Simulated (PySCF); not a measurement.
F2Mg, charge -1, doublet, geometry from GFN2-xTB (such geometries of metal compounds can be far from the true shape) (a state made from the parent by changing its charge; the spin is typed, not shown lowest) (in this run its highest filled SCF level lies above zero, so its values depend strongly on the basis, on diffuse functions most of all). Base run: CAMB3LYP/6-31G** in PySCF.

Here is a job for PySCF.
```python
from pyscf import gto, scf, dft

mol = gto.M(
    atom='''
Mg    0.00000000    0.00000000    0.00000000
F     0.00000000    0.00000000    1.79816197
F    -0.00000000   -0.00000000   -1.79816197
''',
    basis='6-31g**',
    charge=-1,
    spin=1,
    verbose=4,
)

mf = dft.UKS(mol)
mf.xc = 'camb3lyp'
mf.kernel()
```

Each row names what was changed in the base input (with any setting that the change needs).

```json
[
 {"change": "base", "ΔE vs base (mEh)": "0.000", "SCF cycles": "9", "<S^2>": "0.751", "outcome": "converged"},
 {"change": "damp = 0.5; diis_start_cycle = 5", "ΔE vs base (mEh)": "0.000", "SCF cycles": "11", "<S^2>": "0.751", "outcome": "converged"},
 {"change": "diis_space = 2", "ΔE vs base (mEh)": "0.000", "SCF cycles": "12", "<S^2>": "0.751", "outcome": "converged"},
 {"change": "level_shift = 0.1 (with mf.max_cycle = 100)", "ΔE vs base (mEh)": "0.000", "SCF cycles": "10", "<S^2>": "0.751", "outcome": "converged"},
 {"change": "diis_space = 12", "ΔE vs base (mEh)": "0.000", "SCF cycles": "9", "<S^2>": "0.751", "outcome": "converged"},
 {"change": "init_guess = atom", "ΔE vs base (mEh)": "0.000", "SCF cycles": "9", "<S^2>": "0.751", "outcome": "converged"},
 {"change": "diis = off; damp = 0.6 (with mf.diis_start_cycle = 200; with mf.max_cycle = 150)", "ΔE vs base (mEh)": "0.000", "SCF cycles": "28", "<S^2>": "0.751", "outcome": "converged"},
 {"change": "level_shift = 1.0 (with mf.max_cycle = 100)", "ΔE vs base (mEh)": "0.000", "SCF cycles": "32", "<S^2>": "0.751", "outcome": "converged"},
 {"change": "level_shift = 0.5 (with mf.max_cycle = 100)", "ΔE vs base (mEh)": "0.000", "SCF cycles": "20", "<S^2>": "0.751", "outcome": "converged"},
 {"change": "init_guess = sap", "ΔE vs base (mEh)": "0.000", "SCF cycles": "9", "<S^2>": "0.751", "outcome": "converged"},
 {"change": "solver = newton; init_guess = 1e", "ΔE vs base (mEh)": "2955.9", "SCF cycles": "-", "<S^2>": "0.752", "outcome": "another SCF solution"},
 {"change": "DIIS = EDIIS", "ΔE vs base (mEh)": "-", "SCF cycles": "50", "<S^2>": "-", "outcome": "not converged"},
 {"change": "init_guess = 1e", "ΔE vs base (mEh)": "0.000", "SCF cycles": "12", "<S^2>": "0.751", "outcome": "converged"}
]
```

A guess, shift, damping, solver or small numerical setting can't move a converged solution much, so rows marked as another SCF solution ended in a different state.

Open shells are given as the SCF converged; they aren't shown to be the lowest states, and a large step between rows can be another state.
